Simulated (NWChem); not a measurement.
Species: SiBrF, singlet; SMILES [Si](Br)F

```xyz
3

Si     0.6705    -1.1584     0.0000
F     -0.7386    -1.9752     0.0000
Br    -0.0783     0.9713     0.0000
```
Atoms are numbered in this order, from 1.

Results from NWChem. Low-valent species are run as closed-shell singlets; no triplet was tried in these runs. All runs use the structure optimised with PBE0/def2-SVP. Ions are spin-unrestricted doublets at the neutral geometry; other ion states weren't tried.

Question: Predict the results for PBE/def2-SVP. Quantities: vertical ionisation energy, ΔSCF (eV); −ε(HOMO) (eV).

Answer: 
- vertical ionisation energy, ΔSCF (eV): 9.95
- −ε(HOMO) (eV): 6.64
